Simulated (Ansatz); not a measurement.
C₃H₇Al, SMILES C=C[CH2][AlH2].

Coordinates come from a B3LYP-D3(BJ)/def2-SVP optimisation. The structure was generated by enumeration; whether it is a known compound was not checked. One conformer was computed; it need not be the lowest.

Two levels are set side by side: PBE/def2-SVPD (Ansatz, a first-principles code) and PBE0/def2-SVPD (Ansatz). Energy differences of separate SCF runs at the same geometry; the states with an electron removed or added have multiplicity 2 and 2. Differences are taken from unrounded values.

| quantity | PBE |
|---|---|
| vertical ionisation energy (eV) | 8.90 |
| vertical singlet–triplet gap (eV) | 3.78 |

Q: These are the PBE values. What does PBE0 give? (An estimate is asked for; the answer gives what the named calculation found.)

A: 
```
quantity                           PBE0  PBE minus PBE0
---------------------------------  ----  --------------
vertical ionisation energy (eV)    8.89            0.00
vertical singlet–triplet gap (eV)  3.76            0.02
```

Here PBE gives about what the other level gives.
